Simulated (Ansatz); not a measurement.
Molecular dynamics of C2H8O2SSi

Input:

```yaml
crystal:
  periodic: [false, false, false]
  atoms:
    - { symbol: C, position_ang: [-0.415644, -1.555311, 0.725989] }
    - { symbol: C, position_ang: [0.48055, -0.47524, 0.019903] }
    - { symbol: O, position_ang: [1.809418, -0.65914, 0.64796] }
    - { symbol: S, position_ang: [0.537004, -0.755925, -1.814925] }
    - { symbol: Si, position_ang: [-0.216821, 1.311967, 0.323668] }
    - { symbol: O, position_ang: [-0.627499, 1.922517, -1.247606] }
    - { symbol: H, position_ang: [-0.410982, -1.408275, 1.818269] }
    - { symbol: H, position_ang: [-1.456241, -1.499482, 0.370746] }
    - { symbol: H, position_ang: [-0.031346, -2.565447, 0.515231] }
    - { symbol: H, position_ang: [2.414195, -0.094241, 0.035522] }
    - { symbol: H, position_ang: [0.058326, 0.529447, -2.040922] }
    - { symbol: H, position_ang: [-1.362137, 1.332824, 1.212419] }
    - { symbol: H, position_ang: [0.828719, 2.177928, 0.821467] }
    - { symbol: H, position_ang: [-1.620442, 1.709179, -1.358821] }
basis:
  gaussian: { orbitals: STO-3G }
hamiltonian:
  xc: b3lyp
  dispersion: d4
md:
  timestep: 1.0
  n_steps: 194
  ensemble: nve_milne
  temperature: 50.0
  initial_velocities: maxwell_boltzmann
  seed: 862996
```

Run as:

```bash
$ ansatz run input.yaml --threads 1 --pin off --max-ram 2048MiB --backend cpu --events-out ev --progress --plain --runs-dir out
```

It starts from a relaxed structure.

Output, in part (step lines, the closing report, with atoms numbered from 0):

```
md step     0: t =     0.00 fs  T =    50.0 K  F+E_penalty+E_count = -24717.73219065 eV  E_kin = 0.077556 eV  conserved = -24717.65463465 eV  (22 SCF iters)
[... lines left out ...]
Total energy: -24717.69015674 eV, -908.3583590079 hartree
Atom 0 at    -0.461771    -1.546361     0.701327 Å, force    -0.340842    -0.026554     0.308465 eV/Å
Atom 1 at     0.476740    -0.468758     0.026938 Å, force     0.071803    -0.379183    -0.182157 eV/Å
Atom 2 at     1.789048    -0.681572     0.678137 Å, force     0.097921    -0.000184    -0.044876 eV/Å
Atom 3 at     0.572256    -0.745426    -1.819878 Å, force    -0.136689     0.128973     0.047483 eV/Å
Atom 4 at    -0.158877     1.326169     0.306126 Å, force    -0.067573     0.438097     0.414451 eV/Å
Atom 5 at    -0.734269     1.887987    -1.222288 Å, force    -0.580554    -0.105950    -0.203964 eV/Å
Atom 6 at    -0.486564    -1.435221     1.809964 Å, force    -0.004674     0.166687    -0.462681 eV/Å
Atom 7 at    -1.502513    -1.460913     0.314544 Å, force     0.438165    -0.023647     0.183801 eV/Å
Atom 8 at    -0.107230    -2.574834     0.504905 Å, force     0.041456     0.206561    -0.175334 eV/Å
Atom 9 at     2.417117    -0.095592     0.104623 Å, force    -0.130609    -0.076555     0.053738 eV/Å
Atom 10 at    -0.051791     0.478007    -2.078813 Å, force     0.171702    -0.173205     0.213405 eV/Å
Atom 11 at    -1.201286     1.393264     1.333774 Å, force     0.305012     0.059577    -0.221993 eV/Å
Atom 12 at     0.968858     2.211557     0.594476 Å, force    -0.310403    -0.294598     0.068614 eV/Å
Atom 13 at    -1.739162     1.656264    -1.234041 Å, force     0.445285     0.079981     0.001049 eV/Å
Dipole moment:    -0.383322     0.347207     0.128475 e Å
```

The steps, from the saved trajectory:

| time (fs) | T (K) | potential energy less start (eV) | conserved less start (meV/atom) |
| --- | --- | --- | --- |
| 0 | 50 | 0.000 | 0.00 |
| 6 | 28 | 0.035 | 0.01 |
| 12 | 28 | 0.033 | 0.00 |
| 18 | 27 | 0.036 | 0.00 |
| 24 | 24 | 0.041 | 0.00 |
| 30 | 28 | 0.035 | 0.00 |
| 36 | 23 | 0.042 | 0.00 |
| 42 | 27 | 0.036 | 0.00 |
| 48 | 20 | 0.046 | 0.00 |
| 54 | 16 | 0.052 | 0.00 |
| 60 | 25 | 0.039 | 0.00 |
| 66 | 22 | 0.043 | 0.00 |
| 72 | 18 | 0.049 | 0.00 |
| 78 | 21 | 0.045 | 0.00 |
| 84 | 21 | 0.045 | 0.00 |
| 90 | 26 | 0.037 | 0.00 |
| 96 | 24 | 0.040 | 0.00 |
| 102 | 29 | 0.032 | 0.00 |
| 108 | 30 | 0.031 | 0.01 |
| 114 | 18 | 0.050 | 0.00 |
| 120 | 28 | 0.034 | 0.00 |
| 126 | 33 | 0.026 | 0.00 |
| 132 | 25 | 0.039 | 0.01 |
| 138 | 31 | 0.030 | 0.00 |
| 144 | 24 | 0.040 | 0.00 |
| 150 | 28 | 0.035 | 0.00 |
| 156 | 25 | 0.039 | 0.00 |
| 162 | 23 | 0.041 | 0.00 |
| 168 | 30 | 0.032 | 0.00 |
| 174 | 16 | 0.053 | 0.00 |
| 180 | 19 | 0.048 | 0.00 |
| 186 | 22 | 0.044 | 0.00 |
| 192 | 24 | 0.040 | 0.00 |

The run went to its last step. The conserved energy stayed within 0.061 meV per atom of its start (net change 0.0051 meV per atom), so the integration is sound. Over the second half the temperature averaged 0.48 of the 50 K drawn at the start: a run that starts near a minimum puts about half its kinetic energy into the potential. A run of 0.19 ps of so small a system gives no equilibrium averages. Limits of this set-up: minimal basis.

The same pairs are bonded in the first frame and the last. Pairs count as bonded within 1.25 times the sum of covalent radii (0.12 Å more for H–H).

Last frame:

```xyz
14
Properties=species:S:1:pos:R:3
C -0.462 -1.546 0.701
C 0.477 -0.469 0.027
O 1.789 -0.682 0.678
S 0.572 -0.745 -1.820
Si -0.159 1.326 0.306
O -0.734 1.888 -1.222
H -0.487 -1.435 1.810
H -1.502 -1.461 0.315
H -0.107 -2.575 0.505
H 2.417 -0.096 0.105
H -0.052 0.478 -2.079
H -1.201 1.393 1.334
H 0.969 2.212 0.595
H -1.739 1.656 -1.234
```

Run time: 13 min on 1 thread of Arm Neoverse V1, with other jobs on the host, peak memory 0.13 GiB.
